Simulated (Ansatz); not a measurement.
One geometry of Hf₃, several levels of theory.

```yaml
crystal:
  periodic: [false, false, false]
  atoms:
    - {symbol: Hf, position_ang: [-1.434491, 0.337926, -0.516190]}
    - {symbol: Hf, position_ang: [0.507218, -1.476793, -0.014430]}
    - {symbol: Hf, position_ang: [0.927263, 1.138868, 0.530620]}
basis:
  gaussian: {orbitals: def2-TZVP, initial_orbitals: start.molden}
hamiltonian: {xc: {text: "exchange = 0.85*pbe_x + 0.15*exact_x\ncorrelation = pbe_c"}}
scf: {omitted_lower_state_checks: [starts]}
output: {orbitals: {seedname: orbitals}}
```

The file start.molden holds the orbitals of an earlier run on this structure, at another level or in another basis.

```sh
$ ansatz run in.yaml --threads 4 --pin off --events-out ev --progress --plain --max-ram 3916MiB
```

It prints (some lines left out):

```
Functional definition: unnamed
1074 factors; their error is unknown
mean field evaluation 1: about -3912.3392 eV, gradient 2.3e0 eV
mean field evaluation 2: about -3912.3564 eV, gradient 3.7e-2 eV
mean field evaluation 4: about -3912.3611 eV, gradient 1.6e-4 eV
mean field evaluation 8: about -3912.3611 eV, gradient 2.2e-5 eV
mean field evaluation 16: about -3912.3611 eV, gradient 3.0e-6 eV
mean field -3912.36111090 eV, -143.7766189320 hartree, gradient 2.7e-6 eV, S^2 0.000000; 0 other end points of the search recorded, 0 dependent functions left out
reference -3912.36113807 eV, -143.7766199306 hartree; 18, 18 occupied and 102, 102 virtual orbitals, 1074 factors
Total energy: -3912.36113807 eV, -143.7766199306 hartree
Checks for a lower state left out: starts
```

It took 2.9 s on 4 threads of Arm Neoverse V2 on a shared host.

First input, but with `hamiltonian: {xc: {text: "exchange = 0.90*pbe_x + 0.10*exact_x\ncorrelation = pbe_c"}}` (abridged; 1.9 s):

```
Functional definition: unnamed
mean field evaluation 16: about -3913.1509 eV, gradient 1.4e-6 eV
mean field -3913.15093446 eV, -143.8056444124 hartree, gradient 1.2e-6 eV, S^2 0.000000
Total energy: -3913.15096323 eV, -143.8056454697 hartree
Checks for a lower state left out: starts
```

The first input with `hamiltonian: {xc: {name: B2PLYP}}` and without the key `output` (abridged; 4.4 s):

```
Functional definition: B2PLYP
mean field -3893.74221689 eV, -143.0923871974 hartree, gradient 3.2e-6 eV, S^2 0.000000; unrestricted orbitals would lower it
second order -37.18084478 eV of doubles, -0.00000000 eV of singles
Total energy: -3903.78116105 eV, -143.4613115907 hartree
Checks for a lower state left out: starts
```

As the first input, with `gaussian: {orbitals: def2-SVP, initial_orbitals: start.molden}`, `hamiltonian: {xc: pbe, dispersion: d4}` (abridged; 1.4 s):

```
Functional definition: PBE
mean field -3914.03694517 eV, -143.8382047055 hartree, gradient 4.8e-6 eV, S^2 0.000000
Total energy: -3914.17758801 eV, -143.8433732346 hartree
Checks for a lower state left out: starts
```

First input, but with `hamiltonian: {xc: lda}` (abridged; 0.8 s):

```
Functional definition: SPW92
mean field -3904.25407818 eV, -143.4786909748 hartree, gradient 1.1e-5 eV, S^2 0.000000
Total energy: -3904.25410950 eV, -143.4786921255 hartree
Checks for a lower state left out: starts
```

As the first input, with `hamiltonian: {xc: {name: wB97X-V}}` (abridged; 30 s):

```
Functional definition: wB97X-V
mean field evaluation 16: about -3907.6757 eV, gradient 6.9e-6 eV
mean field -3907.67568967 eV, -143.6044328777 hartree, gradient 6.9e-6 eV, S^2 0.000000
Total energy: -3907.67568811 eV, -143.6044328202 hartree
Checks for a lower state left out: starts
```

First input, but with `hamiltonian: {xc: r2scan, dispersion: d4}` (abridged; 4 s):

```
Functional definition: r2SCAN
mean field evaluation 16: about -3913.4830 eV, gradient 4.2e-6 eV
mean field -3913.48304507 eV, -143.8178492521 hartree, gradient 3.5e-6 eV, S^2 0.000000
Total energy: -3913.50307440 eV, -143.8185853166 hartree
Checks for a lower state left out: starts
```

Geometry: PBE-D4/def2-TZVP.

In the def2 sets Hf takes a core potential; there is no spin–orbit coupling. Correlated methods freeze no core orbitals; core or outer-core shells of Hf are correlated, in sets that lack core-valence functions. The restricted singlet is unstable towards broken spin symmetry at other levels; at PBE with 15 % exact exchange/def2-TZVP, PBE with 10 % exact exchange/def2-TZVP, PBE-D4/def2-SVP, LDA (SPW92)/def2-TZVP and others this wasn't settled. At B2PLYP/def2-TZVP, r2SCAN-D4/def2-TZVP the restricted singlet (for correlated methods, its reference) is unstable: a solution with broken spin symmetry lies lower. The order of the spin states hangs on the level: the triplet lies 0.53 eV below the singlet at PBE0-D4/def2-TZVP, but 0.47 eV above it at B2PLYP/def2-TZVP. The structure comes from a short search, and lower isomers may exist.
